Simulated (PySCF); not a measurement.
Al(F)(Cl)(Br), SMILES [Br][Al]([F])[Cl] (AlBrClF), B3LYP/def2-SVP optimised geometry.

```
4

Al    -0.44     0.21     0.00
F     -1.23     1.67     0.00
Cl     1.64     0.21     0.00
Br    -1.64    -1.67    -0.01
```

Density from B3LYP/def2-TZVP (PySCF) at that geometry.

Minimum of the electron density along straight lines between bonded atoms, close to the bond critical point (lines longer than 1.1 times the sum of covalent radii, or with two minima, are not listed):

```
bond     length / Å  ρ at the minimum / e bohr⁻³  ∇²ρ there / e bohr⁻⁵  position (fraction from the first atom)
-------  ----------  ---------------------------  --------------------  ---------------------------------------
Al1–F2        1.654                        0.113                  0.89                                     0.44
Al1–Cl3       2.081                        0.079                  0.31                                     0.38
Al1–Br4       2.232                        0.071                  0.19                                     0.37
```
